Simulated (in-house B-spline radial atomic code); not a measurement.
RPA and G0W0 on LDA VWN5: Sr⁺

Configuration [Kr] 5s1, highest spin, mean-field start LDA VWN5. Computed with a B-spline radial code for spherical atoms: all electrons, scalar-relativistic (spin-free one-electron X2C), finite nucleus, each spin shell either full or empty, empty states to l = 9 with an (l + 1/2)⁻⁴ tail; G0W0 by contour deformation at full frequency.

RPA overbinds a lone outer s electron by self-correlation, and G0W0 tends to as well.

Command:
```bash
python run_gw.py task.json out
```
Settings (radii: box in bohr, nucleus in fm):
```
Z                        38
electrons                37
configuration            [Kr] 5s1
hamiltonian              x2c
method                   lda,vwn
lmax                     9
rms_radius               4.224
spin_polarised           True
box_radius               23.78
intervals                71
ion_configuration        [Ar] 3d10 4s2 4p6
```

Cost of the run: 10 s on 1 thread of Arm Neoverse N1, with other jobs on the host.

Energies (hartree):

```tsv
term	value
mean-field total	-3174.92998
Hartree-Fock functional on these orbitals	-3177.13948
direct second order	-3.1595
second-order exchange	0.91618
SOSEX correction	0.83977
```

Question: What is the RPA correlation energy, and what remains with SOSEX?

Answer: RPA gives -2.7413 hartree (-2.02 eV per electron); RPA + SOSEX gives -1.9015, and the second-order doubles -2.2433 hartree (no singles). SOSEX takes back 31 % of the RPA value.

Quasi-particle levels (eV):

```tsv
level	occupied	mean field	Σx - vxc	Σc	QP weight	G0W0
5s up	yes	-8.868	-1.57	?	?	?
5s down	no	-8.110	4.05	-2.17	0.690	-6.234
```

G0W0 = mean field + (Σx - vxc) + Σc, with Σc (partial-wave tail included) taken at the quasi-particle energy. Only the outer levels were computed. Levels of low weight are left out.

Question: Where does G0W0 put 5s up?

Answer: At -11.539 eV, with Σc = -1.10 eV and a quasi-particle weight of 0.898. The tabulated removal energy is 11.030 eV (NIST, measured); the calculation leaves out spin-orbit coupling, Breit and QED terms, and what these don't explain is the method's own error.

Question: What does it cost to remove one electron (to [Ar] 3d10 4s2 4p6) by differences of total energies, each species on its own start (correlation terms add to the Hartree-Fock functional)?

Answer: LDA VWN5 11.362 eV, Hartree-Fock functional 10.388 eV, + RPA 11.554 eV, + RPA + SOSEX 10.950 eV, + second order 11.430 eV. Tabulated: 11.030 eV (NIST, measured); the calculation leaves out spin-orbit coupling, Breit and QED terms, and what these don't explain is the method's own error.
